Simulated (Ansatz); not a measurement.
Born–Oppenheimer molecular dynamics of C3H12Si3 (18 atoms, charge 0, multiplicity 1). It starts from a relaxed structure.

The calculation used RKS B3LYP/STO-3G in Ansatz.

```json
{"ensemble": "NVE (velocity Verlet)", "time step": "0.5 fs", "steps asked": "166", "starting velocities drawn for": "300 K", "seed": "703706"}
```

First frame:

```xyz
18
Properties=species:S:1:pos:R:3
C 2.084 0.810 1.417
Si 1.295 0.360 -0.221
C 0.603 -1.315 -0.508
C -0.478 -0.157 -0.356
Si -1.408 0.278 -1.921
Si -1.552 -0.249 1.173
H 1.612 0.273 2.249
H 1.998 1.885 1.620
H 3.153 0.557 1.419
H 1.879 1.038 -1.354
H 0.625 -2.063 0.292
H 0.682 -1.788 -1.493
H -2.003 1.591 -1.809
H -0.515 0.280 -3.057
H -2.469 -0.670 -2.182
H -0.780 -0.677 2.319
H -2.126 1.043 1.472
H -2.638 -1.186 0.992
```

(1) How far do the bonds stretch over the last three quarters of this one trajectory? (Pairs bonded in most of those frames.)

Results:

(1) 
```json
{"bond": "C1–Si2", "mean (Å)": "1.874", "spread (Å)": "0.019", "shortest": "1.84", "longest": "1.91"}
{"bond": "C1–H7", "mean (Å)": "1.098", "spread (Å)": "0.007", "shortest": "1.08", "longest": "1.11"}
{"bond": "C1–H8", "mean (Å)": "1.099", "spread (Å)": "0.014", "shortest": "1.07", "longest": "1.12"}
{"bond": "C1–H9", "mean (Å)": "1.099", "spread (Å)": "0.009", "shortest": "1.08", "longest": "1.11"}
{"bond": "Si2–C3", "mean (Å)": "1.835", "spread (Å)": "0.018", "shortest": "1.80", "longest": "1.86"}
{"bond": "Si2–C4", "mean (Å)": "1.866", "spread (Å)": "0.019", "shortest": "1.83", "longest": "1.89"}
{"bond": "Si2–H10", "mean (Å)": "1.450", "spread (Å)": "0.047", "shortest": "1.38", "longest": "1.52"}
{"bond": "C3–C4", "mean (Å)": "1.600", "spread (Å)": "0.041", "shortest": "1.53", "longest": "1.67"}
{"bond": "C3–H11", "mean (Å)": "1.096", "spread (Å)": "0.004", "shortest": "1.09", "longest": "1.10"}
{"bond": "C3–H12", "mean (Å)": "1.097", "spread (Å)": "0.003", "shortest": "1.09", "longest": "1.10"}
{"bond": "C4–Si5", "mean (Å)": "1.881", "spread (Å)": "0.034", "shortest": "1.82", "longest": "1.94"}
{"bond": "C4–Si6", "mean (Å)": "1.879", "spread (Å)": "0.046", "shortest": "1.81", "longest": "1.97"}
{"bond": "Si5–H13", "mean (Å)": "1.448", "spread (Å)": "0.005", "shortest": "1.44", "longest": "1.46"}
{"bond": "Si5–H14", "mean (Å)": "1.446", "spread (Å)": "0.013", "shortest": "1.43", "longest": "1.46"}
{"bond": "Si5–H15", "mean (Å)": "1.448", "spread (Å)": "0.010", "shortest": "1.43", "longest": "1.46"}
{"bond": "Si6–H16", "mean (Å)": "1.447", "spread (Å)": "0.021", "shortest": "1.42", "longest": "1.48"}
{"bond": "Si6–H17", "mean (Å)": "1.447", "spread (Å)": "0.005", "shortest": "1.44", "longest": "1.45"}
{"bond": "Si6–H18", "mean (Å)": "1.448", "spread (Å)": "0.018", "shortest": "1.42", "longest": "1.47"}
```

Mean temperature of the second half: 145 K. The conserved energy stayed within 0.13 meV per atom of its start (net change 0.094 meV per atom), so the integration is sound. Over the second half the temperature averaged 0.48 of the 300 K drawn at the start: a run that starts near a minimum puts about half its kinetic energy into the potential. A run of 0.083 ps of so small a system gives no equilibrium averages. Limits of this set-up: minimal basis.

The run took 11 min on 1 thread of Arm Neoverse V1, on a shared host, peak memory 0.12 GiB.
